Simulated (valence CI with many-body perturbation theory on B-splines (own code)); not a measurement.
## P8+ in three bases

Computed by configuration interaction combined with many-body perturbation theory (CI+MBPT): five valence electrons over a frozen Dirac-Fock core [He], a basis of 9 s, 9 p, 8 d, 6 f, 3 g, 1 h functions for each j, with the one-electron correlation potential Σ1, the two-electron term Σ2, the three-electron term Σ3, Breit, model QED; selected CI, second order for the rest, scaled by the run's own slope (own B-spline code, finite nucleus).

No measured levels were compared; by estimate levels of excited configurations hold to 0.05 to 0.15 % of their energy, terms of the ground configuration to about 0.5 %. Among the levels kept, up to 2400 cm⁻¹ of a level comes from second order outside the variational space, and about a tenth of that is noise between levels of different J, which matters for small intervals.

The reference run has the lowest level 2s2.2p3 4S°_3/2 and an ionisation energy of 372.141 eV. Its largest variational space holds 21179 state functions.

Changed runs:
A. basis 6 s, 6 p, 5 d, 3 f, 1 g
B. basis 5 s, 5 p, 4 d, 2 f

Excitation energies of the reference run in cm⁻¹, and shifts in cm⁻¹:

| Level | Reference | A | B |
| --- | --- | --- | --- |
| 2s2.2p3 2D°_3/2 | 76182 | +241 | +730 |
| 2s2.2p3 2D°_5/2 | 76749 | +257 | +744 |
| 2s2.2p3 2P°_1/2 | 116505 | +280 | +858 |
| 2s2.2p3 2P°_3/2 | 117529 | +283 | +857 |
| 2s.2p4 4P_5/2 | 345504 | +83 | +246 |
| 2s.2p4 4P_3/2 | 350537 | +82 | +245 |
| 2s.2p4 4P_1/2 | 353160 | +72 | +236 |
| 2s.2p4 2D_3/2 | 475714 | +336 | +1022 |
| 2s.2p4 2D_5/2 | 475755 | +335 | +1019 |
| 2s.2p4 2S_1/2 | 557131 | +426 | +1341 |
| 2s.2p4 2P_3/2 | 584057 | +384 | +1187 |
| 2s.2p4 2P_1/2 | 590360 | +366 | +1173 |
| Ionisation energy (eV) | 372.141 | -0.020 | -0.062 |
